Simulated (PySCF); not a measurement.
Isomers of C4H9NSSi2.

All values: PBE0/pcSseg-1 (PySCF) at GFN2-xTB geometries, gas phase, one conformer each.

(1) Rank by the lowest IAO charge on any atom, lowest value first.
A. `[NH2:1][Si@@H:2]([SiH3:3])[c:4]1[cH:5][cH:6][cH:7][s:8]1` with H–N1–Si2–Si3 -169° and 52°, N1–Si2–C4–C5 -25°
B. `c1(N([SiH3])[SiH3])ccsc1`
C. `[CH3:1][S:2][C@@H:3]1[CH2:4][SiH2:5][Si@@H:6]1[C:7]#[N:8]` with C1–S2–C3–C4 176°, S2–C3–C4–Si5 -137°, C3–C4–Si5–Si6 9°, C4–Si5–Si6–C7 100°, S2–C3–Si6–Si5 130°
D. `[N:1]#[C:2][C@H:3]1[CH2:4][Si@H:5]([S:6][SiH3:7])[CH2:8]1` with C4–Si5–S6–Si7 -171°, C2–C3–C4–Si5 105°, C3–C4–Si5–S6 125°, C4–Si5–C8–C3 -10°, C2–C3–C8–Si5 -105°
E. `[CH3:1][S:2][C@@H:3]1[SiH2:4][CH2:5][Si@H:6]1[C:7]#[N:8]` with C1–S2–C3–Si4 -74°
F. `[SiH3]N([SiH3])c1cccs1`

(2) Rank by the highest IAO charge on any atom, lowest value first.
A. `[CH3:1][S:2][C@@H:3]1[SiH2:4][CH2:5][Si@H:6]1[C:7]#[N:8]` with C1–S2–C3–Si4 -74°
B. `c1c(N([SiH3])[SiH3])scc1`
C. `[NH2:1][Si@@H:2]([SiH3:3])[c:4]1[cH:5][cH:6][cH:7][s:8]1` with H–N1–Si2–Si3 -169° and 52°, N1–Si2–C4–C5 -25°
D. `[N:1]#[C:2][C@H:3]1[CH2:4][Si@H:5]([S:6][SiH3:7])[CH2:8]1` with C4–Si5–S6–Si7 -171°, C2–C3–C4–Si5 105°, C3–C4–Si5–S6 125°, C4–Si5–C8–C3 -10°, C2–C3–C8–Si5 -105°
E. `[CH3:1][S:2][C@@H:3]1[CH2:4][SiH2:5][Si@@H:6]1[C:7]#[N:8]` with C1–S2–C3–C4 176°, S2–C3–C4–Si5 -137°, C3–C4–Si5–Si6 9°, C4–Si5–Si6–C7 100°, S2–C3–Si6–Si5 130°

(3) Rank by LUMO energy, lowest first.
A. `c1sc(cc1)N([SiH3])[SiH3]`
B. `[CH3:1][S:2][C@@H:3]1[SiH2:4][CH2:5][Si@H:6]1[C:7]#[N:8]` with C1–S2–C3–Si4 -74°
C. `[NH2:1][Si@@H:2]([SiH3:3])[c:4]1[cH:5][cH:6][cH:7][s:8]1` with H–N1–Si2–Si3 -169° and 52°, N1–Si2–C4–C5 -25°
D. `[N:1]#[C:2][C@H:3]1[CH2:4][Si@H:5]([S:6][SiH3:7])[CH2:8]1` with C4–Si5–S6–Si7 -171°, C2–C3–C4–Si5 105°, C3–C4–Si5–S6 125°, C4–Si5–C8–C3 -10°, C2–C3–C8–Si5 -105°

## Answers

(1) A (-0.840 e), E (-0.824 e), B (-0.731 e), F (-0.707 e), D (-0.550 e), C (-0.527 e).

(2) E (+0.552 e), B (+0.740 e), C (+0.774 e), D (+0.818 e), A (+0.906 e).

(3) B (-1.09 eV), C (-0.78 eV), D (-0.48 eV), A (-0.22 eV).

All values together:

| SMILES | μ (D) | HOMO (eV) | LUMO (eV) | lowest IAO charge (e) | highest IAO charge (e) | lowest Hirshfeld charge (e) | highest Hirshfeld charge (e) |
| --- | --- | --- | --- | --- | --- | --- | --- |
| CS[C@@H]1C[SiH2][Si@@H]1C#N | 4.27 | -6.32 | -1.15 | -0.527 (C) | +0.552 (Si) | -0.195 (N) | +0.294 (Si) |
| [SiH3]N([SiH3])c1ccsc1 | 0.82 | -6.13 | -0.38 | -0.731 (N) | +0.739 (Si) | -0.244 (N) | +0.353 (Si) |
| CS[C@@H]1[SiH2]C[Si@H]1C#N | 3.84 | -6.45 | -1.09 | -0.824 (C) | +0.906 (Si) | -0.247 (C) | +0.406 (Si) |
| [SiH3]N([SiH3])c1cccs1 | 0.88 | -5.89 | -0.22 | -0.707 (N) | +0.740 (Si) | -0.240 (N) | +0.358 (Si) |
| N[Si@@H]([SiH3])c1cccs1 | 1.51 | -6.84 | -0.78 | -0.840 (N) | +0.774 (Si) | -0.314 (N) | +0.293 (Si) |
| N#C[C@H]1C[Si@H](S[SiH3])C1 | 3.75 | -7.60 | -0.48 | -0.550 (C) | +0.818 (Si) | -0.235 (N) | +0.349 (Si) |

Conformers: `[CH3:1][S:2][C@@H:3]1[CH2:4][SiH2:5][Si@@H:6]1[C:7]#[N:8]` with C1–S2–C3–C4 176°, S2–C3–C4–Si5 -137°, C3–C4–Si5–Si6 9°, C4–Si5–Si6–C7 100°, S2–C3–Si6–Si5 130°; `[CH3:1][S:2][C@@H:3]1[SiH2:4][CH2:5][Si@H:6]1[C:7]#[N:8]` with C1–S2–C3–Si4 -74°; `[NH2:1][Si@@H:2]([SiH3:3])[c:4]1[cH:5][cH:6][cH:7][s:8]1` with H–N1–Si2–Si3 -169° and 52°, N1–Si2–C4–C5 -25°; `[N:1]#[C:2][C@H:3]1[CH2:4][Si@H:5]([S:6][SiH3:7])[CH2:8]1` with C4–Si5–S6–Si7 -171°, C2–C3–C4–Si5 105°, C3–C4–Si5–S6 125°, C4–Si5–C8–C3 -10°, C2–C3–C8–Si5 -105°.
